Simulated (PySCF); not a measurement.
# Do core-level shifts follow atomic charges?

Compound: C7H11BO.
SMILES with atom numbers: `[CH2:1]=[C:2]([C:3]#[C:4][CH3:5])[CH2:6][BH:7][O:8][CH3:9]`

Geometry (PBE0-D3(BJ)/def2-SVP, Å), atoms numbered from 1 in this order:
```
atom  x, y, z in Å
C1     0.5984   -2.5363    0.3074
C2     0.6417   -1.2892   -0.1966
C3     1.6704   -0.3738    0.1953
C4     2.5211    0.4411    0.4941
C5     3.5465    1.4012    0.8625
C6    -0.3945   -0.7677   -1.1628
B7    -1.3708    0.2591   -0.4711
O8    -2.6953    0.1055   -0.6467
C9    -3.6499    0.9672   -0.0821
H10    1.3452   -2.8823    1.0246
H11   -0.1878   -3.2336    0.0063
H12    4.3324    1.4589    0.0923
H13    4.0295    1.1247    1.8128
H14    3.1224    2.4109    0.9811
H15    0.1166   -0.2311   -1.9836
H16   -0.9636   -1.5974   -1.6080
H17   -0.9615    1.1805    0.2092
H18   -3.1756    1.7689    0.5077
H19   -4.2541    1.4195   -0.8836
H20   -4.3220    0.3896    0.5710
```

Binding energies: delta-SCF UKS SCAN, pcX-2 on the ionised atom, pcseg-1 elsewhere, spin-free X2C (PySCF 2.14.0). Charges: PBE0/pcSseg-1 ground-state density, for the ionised atom.

```csv
atom,environment,C 1s (eV),Mulliken (e),IAO (e),Hirshfeld (e),ESP (e)
C1,terminal =CH2 carbon,289.35,-0.060,-0.319,-0.106,-0.670
C4,alkyne carbon,289.74,-0.296,-0.046,-0.046,+0.320
C3,alkyne carbon,289.76,+0.219,-0.075,-0.062,-0.616
C6,sp3 carbon bound to boron,289.90,-0.310,-0.412,-0.143,-0.875
C2,fully substituted alkene carbon,290.82,-0.506,+0.023,+0.018,+0.672
C5,propargylic carbon,291.40,-0.222,-0.426,-0.095,-0.558
C9,methoxy carbon,292.45,-0.029,-0.192,-0.025,-0.193
```

Question: How well does each charge scheme correlate with the binding energies over these sites?

Answer: Hirshfeld: r = 0.43, slope 8.9 eV per e; ESP: r = 0.21, slope 0.4 eV per e; IAO: r = -0.05, slope -0.3 eV per e; Mulliken: r = -0.07, slope -0.3 eV per e. On 7 points no scheme stands out.

Question: The point-charge model writes a binding energy as kq + V + constant, with V the potential of the other atoms' charges at the site. What does it give with the Hirshfeld charges?

Answer: V = Σ 14.40 eV Å × q/r over all other atoms: +0.90 eV at C1, -0.53 eV at C4, -0.39 eV at C3, +1.58 eV at C6, -1.54 eV at C2, +1.50 eV at C5, +0.66 eV at C9. Fitting binding energy − V to q gives k = 26.9 eV per e and leaves an rms residual of 0.42 eV, against 0.94 eV for the fit on q alone. The model has no term for differences in relaxation between sites.

Spin contamination (⟨S²⟩ against 0.75 for a pure doublet) is marked for C 1s of C4 (0.89), C 1s of C3 (0.90) and C 1s of C2 (0.94), which makes these values less certain. One conformer (not necessarily the lowest) at the PBE0-D3(BJ)/def2-SVP geometry, without solvent, vibrations or thermal averaging.
